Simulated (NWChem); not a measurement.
# ClGa

```xyz
2

Ga     0.0000     0.0000    -0.7909
Cl     0.0000     0.0000     1.4423
```
Charge 0, spin multiplicity 1.

Everything below was run with NWChem. The geometry was optimised at B3LYP/def2-SVP, a minimum by its harmonic frequencies.

Symmetry labels belong to the abelian group C2v used in the runs, with the axes of the coordinates shown; states degenerate in a higher group split over its labels.

The Hamiltonian is non-relativistic. The structure started from a generated list of species.

Q: List the lowest 6 singlet excitations that CIS/def2-SVPD gives, with oscillator strengths.

A: 
```tsv
state	symmetry	energy (eV)	wavelength (nm)	f
1	b2	5.24	237	0.251
2	b1	5.24	237	0.251
3	a1	7.13	174	0.511
4	a2	7.44	167	0.000
5	a1	7.44	167	0.000
6	a2	7.44	167	0.000
```
